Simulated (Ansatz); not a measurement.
BrClH$_{2}$Sn, SMILES `[Cl][SnH2][Br]`, 5 atoms. Charge 0, multiplicity 1. Correlated methods include outer-core shells of Br, Sn, which these sets cover unevenly. Scalar relativity is left out up to krypton. Sn takes the def2 core potential. All runs use 2 threads of a server CPU on a shared host. Correlated methods freeze the cores.

(1) Give the basis size and wall time and peak host memory of each of these runs in Ansatz. RHF-CCSD(T)/def2-TZVPP energy; RKS r2SCAN0-D4/def2-TZVPP energy; RKS ωB97M-V/def2-QZVPP energy; RHF-CCSD(T)/def2-SVP energy; RKS PBE0-D4/def2-QZVPP energy; RKS ωB97M-V/def2-SVP energy; RKS B3LYP-D4/def2-TZVPP energy and forces; direct RPA on PBE orbitals/def2-TZVPP energy; RKS PBE0-D4/def2-TZVP relaxation (4 steps); RKS CAM-B3LYP-D4/def2-TZVPP energy; RHF-MP2/def2-QZVPP energy; RKS B97M-V/def2-TZVPP energy. (Best estimate.)

Answers

(1) Ansatz gave: Other jobs shared the machine, so times are rough.

```json
{"level": "RHF-CCSD(T)/def2-SVP", "job": "energy", "functions": "86", "wall time": "4.6 s", "peak host memory (GiB)": "0.24"}
{"level": "RKS CAM-B3LYP-D4/def2-TZVPP", "job": "energy", "functions": "168", "wall time": "7.5 s", "peak host memory (GiB)": "0.5"}
{"level": "direct RPA on PBE orbitals/def2-TZVPP", "job": "energy", "functions": "168", "wall time": "9 s", "peak host memory (GiB)": "0.32"}
{"level": "RKS B3LYP-D4/def2-TZVPP", "job": "energy and forces", "functions": "168", "wall time": "9 s", "peak host memory (GiB)": "0.45"}
{"level": "RKS ωB97M-V/def2-SVP", "job": "energy", "functions": "86", "wall time": "12 s", "peak host memory (GiB)": "0.27"}
{"level": "RKS r2SCAN0-D4/def2-TZVPP", "job": "energy", "functions": "168", "wall time": "12 s", "peak host memory (GiB)": "0.48"}
{"level": "RKS PBE0-D4/def2-QZVPP", "job": "energy", "functions": "301", "wall time": "16 s", "peak host memory (GiB)": "0.96"}
{"level": "RKS B97M-V/def2-TZVPP", "job": "energy", "functions": "168", "wall time": "19 s", "peak host memory (GiB)": "0.28"}
{"level": "RHF-MP2/def2-QZVPP", "job": "energy", "functions": "301", "wall time": "26 s", "peak host memory (GiB)": "1.1"}
{"level": "RKS PBE0-D4/def2-TZVP", "job": "relaxation (4 steps)", "functions": "147", "wall time": "36 s", "peak host memory (GiB)": "0.4"}
{"level": "RKS ωB97M-V/def2-QZVPP", "job": "energy", "functions": "301", "wall time": "38 s", "peak host memory (GiB)": "1.1"}
{"level": "RHF-CCSD(T)/def2-TZVPP", "job": "energy", "functions": "168", "wall time": "49 s", "peak host memory (GiB)": "1.1"}
```

B3LYP here is the variant with VWN-RPA as its local correlation; programs differ in this.
